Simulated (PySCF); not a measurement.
Vertical excitations of a molecule C4H8Si from TDDFT-PBE/def2-SVPD run with PySCF, as energy in eV (oscillator strength): 5.95 (0.001), 6.23 (0.000), 6.27 (0.000), 6.29 (0.001), 6.52 (0.005), 6.55 (0.045), 6.66 (0.000), 6.97 (0.033), 7.21 (0.027), 7.26 (0.010). Lowest triplet (TDA): 5.27 eV. Coordinates come from a B3LYP-D3(BJ)/def2-SVP optimisation. The values are those of a single conformer.

Task: Identify the compound among the candidates.
(A) C=C=C(C)[SiH3]
(B) CC=C=C[SiH3]
(C) C#CC[SiH2]C
(D) [SiH3][C@@H]1C=CC1

Result: C, C#CC[SiH2]C
